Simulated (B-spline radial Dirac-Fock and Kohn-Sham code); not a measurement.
## Dipole and non-dipole photoemission parameters of Pm 4p3/2

System: the Pm atom, 1s2 2s2 2p6 3s2 3p6 3d10 4s2 4p6 4d10 4f5 5s2 5p6 6s2; threshold 242.0 eV (tabulated edge). Method: Dirac-Hartree-Slater photoionisation with a Latter tail; cross sections with all multipoles, angular parameters from the dipole term and its interference with E2. Computed with an atomic code on a B-spline grid.

Input file task.json (cfg lists n, l and occupation; rrms is the nuclear radius in fm):

```json
{"items": [{
  "Z": 61,
  "q": 0,
  "cfg": [[1, 0, 2], [2, 0, 2], [2, 1, 6], [3, 0, 2], [3, 1, 6], [3, 2, 10], [4, 0, 2], [4, 1, 6], [4, 2, 10], [4, 3, 5], [5, 0, 2], [5, 1, 6], [6, 0, 2]],
  "A": 145,
  "rrms": 4.962,
  "do": "xps",
  "hv": [59.9, 60, 72.3, 78.5, 134.0, 148.0, 229.0, 519.0, 521.0, 600, 834.0, 859.0, 1040.0, 1190.0, 1230.0, 1253.6, 1486.9, 2070.0, 2530.0, 2984.4, 4000, 4400.0, 4660.0, 4670.0, 6060.0, 6250.0, 7150.0, 8047.8, 8520.0, 12000],
  "edges": {"K": 45184.0, "L1": 7428.0, "L2": 7013.0, "L3": 6459.0, "M1": 1650.0, "M2": 1471.4, "M3": 1357.0, "M4": 1052.0, "M5": 1027.0, "N1": 331.0, "N2": 242.0, "N3": 242.0, "N4": 120.0, "N5": 120.0}
}]}
```

Launch: `python xray2_run.py task.json out`

```
hν (eV)  σ (kb)      β       γ      δ
    519     204  1.078   0.231  0.038
    521       ?      ?       ?      ?
    600     175  1.237   0.268  0.026
    834     116  1.478   0.222  0.009
    859     111  1.493   0.212  0.008
   1040    84.3  1.578   0.139  0.003
   1190    68.3  1.623   0.085  0.002
   1230    64.8  1.632   0.073  0.001
 1253.6    62.8  1.637   0.066  0.001
 1486.9    47.3  1.676   0.010  0.001
   2070    26.0  1.718  -0.036  0.002
   2530    17.6  1.726  -0.011  0.004
 2984.4    12.6  1.724   0.042  0.005
   4000    6.79  1.703   0.208  0.008
   4400    5.50  1.692   0.281  0.010
   4660    4.83  1.685   0.329  0.011
   4670    4.81  1.684   0.331  0.011
   6060    2.63  1.641   0.583  0.017
   6250    2.44  1.635   0.616  0.018
   7150    1.76  1.607   0.769  0.022
 8047.8    1.31  1.579   0.914  0.027
   8520    1.14  1.564   0.986  0.030
  12000   0.463  1.464   1.448  0.054
```

Task: Give the values at 521 eV.

Result: σ = 203 kb, β = 1.083, γ = 0.233, δ = 0.037.
